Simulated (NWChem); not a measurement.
Ionisation of CNO

```xyz
3

O      0.0000     0.0000     1.1395
C      0.0000     0.0000    -0.0409
N      0.0000     0.0000    -1.2673
```
Charge 0, spin multiplicity 2.

All runs are NWChem calculations. The geometry was optimised at UB3LYP/def2-SVP, a minimum by its harmonic frequencies.

Basis set: def2-TZVP. The species with one electron less has spin multiplicity 3 and keeps the geometry of the parent. Δ marks differences of total energies (open shells unrestricted). −ε marks an orbital energy of the parent. That orbital need not have the symmetry of the hole or added electron in the Δ rows.

B3LYP has NWChem's definition, with VWN1-RPA local correlation. The structure started from a generated list of species. The unpaired electrons of the parent sit in orbitals of symmetry b2 (C2v labels of the run); other states weren't searched. No SCF solution was tested for a lower state. Open-shell Hartree-Fock references start from PBE0 orbitals.

### Question
For the first vertical ionisation energy, −ε(beta HOMO) of B3LYP gives 8.87 eV and −ε(beta HOMO) of TPSS gives 7.70 eV. What do −ε(beta HOMO) of PBE, −ε(beta HOMO) of HF, ΔB3LYP give?

### Answer
−ε(beta HOMO) of PBE: 7.63 eV; −ε(beta HOMO) of HF: 12.32 eV; ΔB3LYP: 12.12 eV.
